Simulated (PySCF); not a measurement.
# Ni³⁺ (nickel, charge +3) across methods

[Ar] 3d7, high-spin 4F determinant. All numbers are calculated (PySCF 2.14, scalar relativity by spin-free X2C-1e, in x2c-QZVPPall with one added diffuse shell each of s, p, d, f, g type (12s8p7d5f3g, 133 functions)).

```tsv
method	E (hartree)	mean ε 3p β (eV)	mean ε 3d α (eV)	mean ε 3d β (eV)	Σ⟨r²⟩ (bohr²)	⟨S²⟩
PW91	-1518.448	-108.43	-48.604	-45.938	12.99	3.751
B3LYP	-1518.370	-111.83	-51.113	-48.304	12.95	3.751
PBE	-1518.072	-108.32	-48.502	-45.780	13.00	3.751
UHF	-1517.08594	-123.94	-60.205	-56.188	12.73	3.753
LDA	-1515.504	-108.48	-48.796	-45.768	13.01	3.751
r2SCAN	-1518.314	-109.54	-48.997	-46.156	12.89	3.751
PBE0	-1518.113	-112.59	-51.657	-48.646	12.90	3.751
PBEsol	-1516.749	-108.21	-48.485	-45.578	12.99	3.751
```
